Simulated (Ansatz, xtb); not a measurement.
## Ranking isomers of C5H5FO

11 gas-phase structures of C5H5FO, from a drawn sample of its isomers (lower ones may exist). Each was relaxed with GFN2-xTB; where two conformers were screened, the lower at r2SCAN-D4/def2-SVP is listed:

A. `C=C/C(F)=C\C=O`, a singlet
B. `C=C/C=C(/F)C=O`, a singlet
C. `C=C/C(C=O)=C/F`, a singlet
D. `O=C/C=C/C=C/F`, a singlet
E. `C=C(F)/C=C/C=O`, a singlet
F. `C=C(F)C(=C)C=O`, a singlet
G. `C=C/C=C(\F)C=O`, a singlet
H. `C=C(C=O)/C=C/F`, a singlet
I. `C=C/C(F)=C/C=O`, a singlet
J. `C=C(F)/C=C\C=O`, a singlet
K. `C=C/C(C=O)=C\F`, a singlet

Problem. Which do you expect lowest at r2SCAN-D4/def2-SVP, and how would the others follow?

Solution. Calculated order at r2SCAN-D4/def2-SVP: I (0.0), E (1.9), A (6.0), D (7.3), G (9.4), F (11.2), J (16.2), B (16.4), H (18.3), K (25.7), C (26.3) kJ/mol. Less than 1 kcal/mol parts I and E; E and A; A and D; D and G; G and F; J and B; B and H; K and C, so the order within those pairs means little.

Energies above the lowest of each column, in kJ/mol; the last columns are at PBE0-D3(BJ)/def2-SVP geometries and were run for some of them only (a dash: not run or not comparable):

| structure | GFN2-xTB | HF/STO-3G | r2SCAN-D4/def2-SVP | PBE0-D3(BJ)/def2-SVP | CCSD(T)/def2-SVP + ΔMP2/def2-TZVPP |
| --- | --- | --- | --- | --- | --- |
| I | 4.9 | 0.0 | 0.0 | 0.0 | 2.7 |
| E | 5.1 | 3.8 | 1.9 | 1.0 | 0.0 |
| A | 8.2 | 8.8 | 6.0 | 5.6 | 6.6 |
| D | 0.0 | 3.3 | 7.3 | 5.2 | 7.0 |
| G | 7.3 | 6.8 | 9.4 | 8.6 | 12.2 |
| F | 14.6 | 11.8 | 11.2 | 7.5 | 5.6 |
| J | 16.4 | 13.7 | 16.2 | – | – |
| B | 7.6 | 13.9 | 16.4 | – | – |
| H | 12.3 | 13.8 | 18.3 | – | – |
| K | 18.9 | 12.0 | 25.7 | – | – |
| C | 20.5 | 11.9 | 26.3 | – | – |

CCSD(T)/def2-SVP + ΔMP2/def2-TZVPP puts E lowest of those it was run on, with I within 1 kcal/mol; GFN2-xTB picks D. CCSD(T)/def2-SVP + ΔMP2/def2-TZVPP orders those it was run on as E (0.0), I (2.7), F (5.6), A (6.6), D (7.0), G (12.2) kJ/mol. Less than 1 kcal/mol parts E and I; I and F; F and A; A and D, so the order within those pairs means little. Flexible structures stand in one conformer each, not always the lowest. Frequencies (GFN2-xTB) were run for A, D, E, F, G, I alone. ΔMP2 is the change of the MP2 energy from the smaller to the larger basis.

Over these structures GFN2-xTB departs from r2SCAN-D4/def2-SVP by 4.4 kJ/mol on average once a common shift is removed. A GFN2-xTB relaxation took about 0.054 s and the r2SCAN-D4/def2-SVP energy about 1.3 s on a shared host (Ansatz 0.2.0, xtb 6.7.1).
